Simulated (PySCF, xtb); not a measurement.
GeBr2, SMILES [Br][Ge][Br] (connectivity only; charge and spin as stated), neutral, multiplicity 1.

GFN2-xTB run with xtb 6.7.1 at its own geometry gives an orbital gap of 3.31 eV and a dipole moment of 6.43 D.

Coordinates come from a PBE0-D3(BJ)/def2-SVP optimisation. The isomer is the one that the SMILES or the coordinates give; other isomers of the formula were not compared.

Task: What does ωB97X/def2-TZVPD in PySCF give? (Estimate from the structure and the level; the computed values follow.)

Result: gap 8.61 eV (levels -9.93 and -1.33 eV), dipole 1.93 D.
